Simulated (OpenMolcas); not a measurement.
## V2+: ligand-field states by method

V2+ with 6 ligands (oxide) in octahedral coordination (Oh) at 2.17 Å. A charge of +1.67 e stands 2.6 Å behind each ligand. Ligand basis ANO-RCC-VDZP.

* Program: OpenMolcas 26.06
* Basis: ANO-RCC-VTZP [6s5p3d2f1g]
* Scalar Hamiltonian: DKH2, point nucleus
* Active space: 3 electrons in 5 orbitals (3d)
* State averaging: 2S+1 = 4 even, 10 roots; 2S+1 = 2 even, 40 roots
* Spin-orbit coupling: state interaction with AMFI integrals over the reference wave functions

I. CASSCF
II. SS-CASPT2, IPEA 0.25 Eh, imaginary shift 0.1 Eh (closed shells correlated: 3s 3p and the ligand valence shells)

Spin-free states (labels of O, the rotations of Oh) in cm-1, each column counted from its own energy of the first state listed:

```json
{"State": "4A2", "Degeneracy": "1", "I": "0", "II": "0"}
{"State": "4T2", "Degeneracy": "3", "I": "5194", "II": "4060"}
{"State": "4T1", "Degeneracy": "3", "I": "9050", "II": "5260"}
{"State": "2E", "Degeneracy": "2", "I": "16525", "II": "12280"}
{"State": "2T1", "Degeneracy": "3", "I": "17159", "II": "12630"}
{"State": "2A1", "Degeneracy": "1", "I": "19606", "II": "12700"}
{"State": "2T2", "Degeneracy": "3", "I": "19673", "II": "13130"}
{"State": "4T1", "Degeneracy": "3", "I": "20505", "II": "14630"}
{"State": "2T2", "Degeneracy": "3", "I": "22407", "II": "15940"}
{"State": "2T1", "Degeneracy": "3", "I": "22767", "II": "16650"}
{"State": "2E", "Degeneracy": "2", "I": "24872", "II": "17890"}
{"State": "2T1", "Degeneracy": "3", "I": "25392", "II": "16330"}
{"State": "2T2", "Degeneracy": "3", "I": "27511", "II": "19860"}
{"State": "2T1", "Degeneracy": "3", "I": "27631", "II": "20270"}
{"State": "2E", "Degeneracy": "2", "I": "31889", "II": "22730"}
{"State": "2A2", "Degeneracy": "1", "I": "36743", "II": "26690"}
{"State": "2T2", "Degeneracy": "3", "I": "37404", "II": "26800"}
{"State": "2T1", "Degeneracy": "3", "I": "38802", "II": "27830"}
{"State": "2T2", "Degeneracy": "3", "I": "55424", "II": "40600"}
{"State": "2E", "Degeneracy": "2", "I": "56075", "II": "41710"}
```

From I to II, I's first state of the same spin (4T2) moves from 5194 to 4060 cm-1, by about -1100 cm-1.

From I to II, I's first state of another spin (2E) moves from 16525 to 12280 cm-1, by about -4200 cm-1.

χT at 300 K: I 1.83, II 1.81 cm3 K/mol.

Roots that are degenerate in the reference are averaged as groups; the widest CASPT2 spread within a group is 66 cm-1 (the 3-fold group of multiplicity 2 near 16300 cm-1 above the lowest state of its run, II). Shifts and gaps below about the spread of the groups concerned are not significant. Over all roots computed the reference weight is 0.59 to 0.62 in II; a low but even weight reflects the number of correlated electrons. The oxide ions are held by bare point charges, a crude embedding. Ligand-to-metal charge-transfer states are missing. With no ligand orbital active B as a rule stays too high, so bands that hang on it stand too high and its fall with covalency is understated. Without dynamic correlation the repulsion within the d shell is too large (B by tens of per cent), so at a given field states of lower spin stand too high (holds for I). With metal d orbitals alone and no dynamic correlation the field as a rule comes out too small, by tens of per cent, by up to half for chloride and softer ligands (holds for I). These CASPT2 states fit no ligand-field parameters well, so their order and spin gaps are uncertain (holds for II). With one d shell and no ligand orbital active, 10Dq can be off by tens of per cent for divalent 3d ions, low with halides held by bare charges and at times high in hosts (holds for II). Free-ion shares, where given, are those of the reference states; single-state CASPT2 does not remix them (holds for II). No measured value stands beside these numbers; the geometry was imposed, not optimised, and the real ion may take another.
